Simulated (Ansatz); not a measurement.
`F[SiH2][S][GeH3]`, relaxed with RKS PBE0-D4/def2-TZVP in Ansatz from a PBE-D4/def2-SVP geometry. The force threshold is 0.005 eV/Å; the program also tests the step.

Total charge 0; spin multiplicity 1.

Start:

```xyz
9

F     1.947   -0.920    1.232
Si    1.578    0.389    0.315
S     0.443   -0.142   -1.417
Ge   -1.582   -0.368   -0.427
H     2.859    0.982   -0.187
H     0.808    1.328    1.199
H    -2.139    1.033   -0.063
H    -1.450   -1.245    0.842
H    -2.466   -1.057   -1.493
```

```
step  energy (eV)  largest force (eV/Å)  largest move (Å)
   1  -78017.6065                 1.048             0.000
   2  -78017.6506                 0.631             0.048
   3  -78017.6594                 0.163             0.030
   4  -78017.6614                 0.032             0.018
   5  -78017.6615                 0.011             0.003
   6  -78017.6616                 0.005             0.015
   7  -78017.6616                 0.008             0.016
   8  -78017.6616                 0.005             0.010
   9  -78017.6617                 0.005             0.009
  10  -78017.6617                 0.011             0.015
  11  -78017.6617                 0.016             0.016
  13  -78017.6619                 0.046             0.011
  15  -78017.6621                 0.035             0.031
  17  -78017.6623                 0.034             0.026
  19  -78017.6626                 0.063             0.058
  21  -78017.6631                 0.076             0.016
  23  -78017.6638                 0.069             0.048
  25  -78017.6642                 0.094             0.065
  27  -78017.6646                 0.101             0.029
  29  -78017.6656                 0.047             0.102
  31  -78017.6660                 0.020             0.010
  33  -78017.6662                 0.018             0.038
  35  -78017.6663                 0.011             0.007
  37  -78017.6663                 0.007             0.002
  38  -78017.6663                 0.004             0.001
```

End:

```xyz
9

F     1.611   -0.420    1.553
Si    1.536    0.518    0.259
S     0.499   -0.422   -1.318
Ge   -1.528   -0.534   -0.380
H     2.914    0.762   -0.221
H     0.855    1.759    0.692
H    -1.692    0.659    0.573
H    -1.665   -1.859    0.379
H    -2.530   -0.463   -1.538
```

Hardware: 4 threads of an Arm Neoverse V1 on a shared host. Wall time 2.4 min, peak host memory 0.53 GiB.
